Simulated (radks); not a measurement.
Problem. These are the eigenvalues of the occupied orbitals of an atom or ion with whole-number occupations (hartree). All-electron calculation, Dirac Kohn-Sham, BLYP, spin-unpolarised, spherical densities, finite nucleus; Fermi nuclear charge, rms radius of each element as measured or else 0.836 A^(1/3) + 0.57 fm. Program: a radial shooting solver on a logarithmic mesh with Libxc functionals.

| orbital | eigenvalue |
|---|---|
| 1s1/2 | -2257.852 |
| 2s1/2 | -446.9506 |
| 2p1/2 | -430.3228 |
| 2p3/2 | -394.0361 |
| 3s1/2 | -156.3358 |
| 3p1/2 | -149.2892 |
| 3p3/2 | -141.0400 |
| 3d3/2 | -129.5333 |
| 3d5/2 | -127.6753 |

Which element is it, and in what charge state? The configuration may be excited. Open shells, if any, fill j = l - 1/2 first.

Solution. Z = 69, thulium, charge +43: Tm43+ in [Ar] 3d8. The list shows which subshells hold electrons but not how many an open one holds; the 1s level, -2257.9 hartree, gives Z - s = 67.2 by -(Z - s)^2/2, which with screening and relativity narrows Z to a few neighbours, and the depths of the outer levels then fix element, charge and occupations together.
